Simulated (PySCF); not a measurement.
**AuO: energy against distance**

Set-up: PySCF, scalar-relativistic core potentials, basis sets Au def2-TZVPP with ECP60, O def2-TZVPP. Energies in eV from Au (5d10 6s1) + O in their ground configurations at the same level. State: ²Π (doublet), unpaired electrons π ↑.

| R (Å) | r²SCAN0 |
| --- | --- |
| 1.624 | -0.809 |
| 1.699 | -1.432 |
| 1.775 | -1.756 |
| 1.831 | -1.865 |
| 1.888 | -1.892 |
| 1.945 | -1.860 |
| 2.020 | -1.753 |
| 2.115 | -1.557 |
| 2.228 | -1.289 |
| 2.379 | -0.956 |

Q: Put a parabola through the three lowest points of the r²SCAN0 curve and estimate Re, k and ωe (reduced mass 14.79 u; 1 eV/Å² = 0.16022 mdyn/Å; ωe = 1302.8·√(k/μ) cm⁻¹).

A: Through R = 1.831, 1.888, 1.945 Å the second-order coefficient is 9.08 eV/Å², so Re ≈ 1.886 Å, k ≈ 2.91 mdyn/Å and ωe ≈ 578 cm⁻¹. A polynomial fit of higher order to the unrounded r²SCAN0 energies gives Re = 1.883 Å, k = 3.05 mdyn/Å, ωe = 592 cm⁻¹; anharmonicity and rounding make the difference.

The higher-order fit for each curve: r²SCAN0: Re = 1.883 Å, ωe = 592 cm⁻¹, De = 1.89 eV.

⟨S²⟩ of the unrestricted solution departs from its pure value on part of the curve, where spin states mix. Spin–orbit coupling is left out, which matters for elements this heavy, above all for dissociation energies. The state is the lowest single determinant that the PBE0 search found; with open d or f shells the true ground state can be another one.
